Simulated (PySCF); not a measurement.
## UHF on Mn³⁺ (manganese, charge +3)

Configuration: [Ar] 3d4, high-spin 5D determinant. All numbers are calculated (PySCF 2.14, the non-relativistic Hamiltonian (point nucleus), in aug-cc-pVTZ with one added diffuse shell each of s, p, d, f, g type (9s8p6d4f3g, 118 functions)).

```json
{"Total energy": "-1147.911664 hartree", "One-electron energy": "-1552.8141 hartree", "Hartree (Coulomb) energy": "455.0470 hartree", "Exchange energy": "-50.1446 hartree", "Kinetic energy": "1148.03230 hartree", "⟨S²⟩": "6.0017", "⟨L²⟩": "6.015", "Sum of ⟨r⟩": "13.31 bohr", "Sum of ⟨r²⟩": "13.05 bohr²", "Traceless quadrupole moment −½Σ⟨3z² − r²⟩ along its main axis": "-0.342 e·bohr²", "Density at the nucleus (Gaussians lack the cusp)": "10500 bohr⁻³", "Spin density at the nucleus": "0.0971 bohr⁻³", "Langevin diamagnetic susceptibility": "-10.3 ×10⁻⁶ cm³/mol"}
```

```json
{"shell": "1s α", "electrons": "1", "mean orbital energy (hartree)": "-241.91132", "spread (hartree)": "0", "rms radius, mean of both spins (bohr)": "0.0713"}
{"shell": "1s β", "electrons": "1", "mean orbital energy (hartree)": "-241.90883", "spread (hartree)": "0", "rms radius, mean of both spins (bohr)": "0.0713"}
{"shell": "2s α", "electrons": "1", "mean orbital energy (hartree)": "-30.56571", "spread (hartree)": "0", "rms radius, mean of both spins (bohr)": "0.305"}
{"shell": "2s β", "electrons": "1", "mean orbital energy (hartree)": "-30.44092", "spread (hartree)": "0", "rms radius, mean of both spins (bohr)": "0.305"}
{"shell": "2p α", "electrons": "3", "mean orbital energy (hartree)": "-26.26873", "spread (hartree)": "0.00009", "rms radius, mean of both spins (bohr)": "0.274"}
{"shell": "2p β", "electrons": "3", "mean orbital energy (hartree)": "-26.14499", "spread (hartree)": "0.03679", "rms radius, mean of both spins (bohr)": "0.274"}
{"shell": "3s α", "electrons": "1", "mean orbital energy (hartree)": "-5.32703", "spread (hartree)": "0", "rms radius, mean of both spins (bohr)": "0.914"}
{"shell": "3s β", "electrons": "1", "mean orbital energy (hartree)": "-4.97246", "spread (hartree)": "0", "rms radius, mean of both spins (bohr)": "0.914"}
{"shell": "3p α", "electrons": "3", "mean orbital energy (hartree)": "-4.01613", "spread (hartree)": "0.05508", "rms radius, mean of both spins (bohr)": "0.969"}
{"shell": "3p β", "electrons": "3", "mean orbital energy (hartree)": "-3.58559", "spread (hartree)": "0.08351", "rms radius, mean of both spins (bohr)": "0.969"}
{"shell": "3d α", "electrons": "4", "mean orbital energy (hartree)": "-1.95916", "spread (hartree)": "0.07250", "rms radius, mean of both spins (bohr)": "1.13"}
```

Spin-orbit constants ζ (cm⁻¹) from the X2C one-electron operator on these orbitals (non-relativistic here): bare nucleus, nucleus screened by l(l+1)(2l+1)/3 electrons, and screened by the Breit-Pauli mean field of the electrons.

```tsv
shell	bare	screened nucleus	mean field
2p	57190	52610	n/a
3p	7041	6478	n/a
3d	705.0	423.0	n/a
```

To first order the Landé constant is A = 105.7 cm⁻¹, so the lowest level has J = 0 and lies 0.0787 eV below the centre of the term. This holds in LS coupling only.
